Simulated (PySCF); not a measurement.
Species: C₈H₁₀BP.
Z-matrix (Å and degrees, PBE0-D3(BJ)/def2-SVP geometry), rows numbered from 1:
```
B 
P   1  1.9121
C   2  1.7833  1  130.14
C   3  1.3244  2   68.66  1   107.69
C   4  1.4454  2  145.60  3   176.74
C   5  1.4022  4  119.91  2     1.77
C   6  1.3913  5  120.25  4  -179.83
C   7  1.3945  6  119.95  5    -0.11
C   8  1.3968  7  120.14  6     0.11
C   9  1.3894  8  120.13  7    -0.00
H   1  1.2194  2  105.26  3   -28.91
H   1  1.2243  2  102.49  3  -149.57
H   1  1.2228  2  103.72  3    92.58
H   2  1.4248  1  117.66  3  -153.40
H   3  1.0896  2  147.29  4  -175.64
H   6  1.0927  5  119.08  4    -0.33
H   7  1.0922  6  119.92  5   179.79
H   8  1.0926  7  119.95  6  -179.99
H   9  1.0923  8  120.01  7   179.90
H  10  1.0924  5  119.50  4    -0.07
```

Level: PBE0/pcSseg-1 in PySCF, non-relativistic, on one gas-phase PBE0-D3(BJ)/def2-SVP geometry that isn't relaxed in the solvent. The solvent is an IEF-PCM continuum (van der Waals radii × 1.2). Only the electrostatic response of the medium enters.

Gas phase at PBE0/pcSseg-1: HOMO -7.37 eV, LUMO -2.01 eV, dipole 5.80 D.

Task: What does the continuum do to the energy, the frontier levels and the dipole at PBE0/pcSseg-1 in tetrahydrofuran?

Result: 
| solvent | ε | E(solvent) − E(gas) (kcal/mol) | polarisation term (kcal/mol) | distortion of the solute (kcal/mol) | HOMO (eV) | LUMO (eV) | dipole (D) |
| --- | --- | --- | --- | --- | --- | --- | --- |
| tetrahydrofuran | 7.426 | -6.99 | -8.18 | 1.19 | -7.20 | -1.78 | 7.06 |

The first energy column is the sum of the next two and covers electrostatics alone.

Task: Which radius a makes the point-dipole formula ΔE = −[(ε − 1)/(2ε + 1)]·μ²/a³ give the value in tetrahydrofuran, with the gas-phase dipole?

Result: μ = 2.280 au and |ΔE| = 0.01113 Eh give a = 3.04 Å; the farthest nucleus lies 4.72 Å from the centroid of the nuclei, so such a sphere wouldn't even hold the nuclei. The formula assumes a rigid point dipole at the centre of a sphere.

Task: Which Hirshfeld charges (PBE0/pcSseg-1) respond most in tetrahydrofuran (means over atoms taken as equivalent)?

Result: 
| atoms | environment | gas (e) | solvent (e) | change |
| --- | --- | --- | --- | --- |
| B1 | four-coordinate boron | -0.154 | -0.170 | -0.016 |
| H14 | P–H hydrogen | +0.003 | +0.019 | +0.016 |
| H15 | vinylic hydrogen | +0.081 | +0.094 | +0.013 |
| H11/H12/H13 | B–H hydrogen | -0.082 | -0.095 | -0.013 |
| C3 | alkene CH carbon | -0.072 | -0.062 | +0.010 |
| P2 | phosphorus bonded to B, 2 C and H | +0.309 | +0.316 | +0.007 |
| H18 | aromatic hydrogen | +0.057 | +0.063 | +0.006 |
| H17/H19 | aromatic hydrogen | +0.057 | +0.063 | +0.006 |
| C5 | substituted aromatic carbon | -0.004 | -0.009 | -0.005 |
| H16/H20 | aromatic hydrogen | +0.055 | +0.061 | +0.006 |
| C6/C10 | aromatic CH carbon | -0.035 | -0.038 | -0.003 |
| C7/C9 | aromatic CH carbon | -0.041 | -0.044 | -0.003 |

Task: Which Mayer bond orders change most in tetrahydrofuran?

Result: 
```json
{"bond": "B1–P2", "length (Å)": "1.912", "gas": "0.821", "solvent": "0.841", "change": "+0.020"}
{"bond": "C4–P2", "length (Å)": "1.793", "gas": "0.917", "solvent": "0.936", "change": "+0.019"}
{"bond": "C3–C4", "length (Å)": "1.324", "gas": "1.539", "solvent": "1.524", "change": "-0.015"}
{"bond": "B1–H12", "length (Å)": "1.224", "gas": "0.917", "solvent": "0.931", "change": "+0.014"}
{"bond": "P2–C3", "length (Å)": "1.783", "gas": "0.978", "solvent": "0.991", "change": "+0.013"}
{"bond": "B1–H13", "length (Å)": "1.223", "gas": "0.928", "solvent": "0.938", "change": "+0.010"}
{"bond": "C5–C6", "length (Å)": "1.402", "gas": "1.382", "solvent": "1.376", "change": "-0.006"}
{"bond": "B1–H11", "length (Å)": "1.219", "gas": "0.936", "solvent": "0.942", "change": "+0.006"}
```

Hardware: one thread of an AMD EPYC 9R45, no GPU, on a shared host. Cost: 39 s of wall time, 1.2 GiB resident at most. This is the whole shielding run at PBE0/pcSseg-1 in tetrahydrofuran, SCF included.
